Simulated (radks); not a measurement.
Spin polarisation of the 2p1 shell in the carbon ion C+. Start: [He] 2s2 2p(up 0.5, down 0.5); electrons of 2p are moved from spin down to spin up, other shells keep equal spins. Calculated with a radial shooting solver on a logarithmic mesh with Libxc functionals: scalar-relativistic Kohn-Sham, PBEsol, spin-polarised, spherical densities, point nucleus.

moment (Bohr magnetons)  E - E(0) (eV)  e(2p up) (eV)  e(2p down) (eV)  2s down minus up (eV)  1s down minus up (eV)
0                                0.000        -16.907          -16.907                 0.000                  0.000
0.25                            -0.028        -17.118          -16.677                  0.446                  0.141
0.5                             -0.110        -17.312          -16.428                  0.895                  0.282
0.75                            -0.249        -17.488          -16.158                  1.348                  0.423
1                               -0.443        -17.647          -15.867                  1.807                  0.563

At moment 1 the spin-polarisation energy is -0.443 eV and the 2p exchange splitting 1.780 eV, that is 1.780 eV per Bohr magneton; E = -I m^2/4 would give I = 1.772 eV.
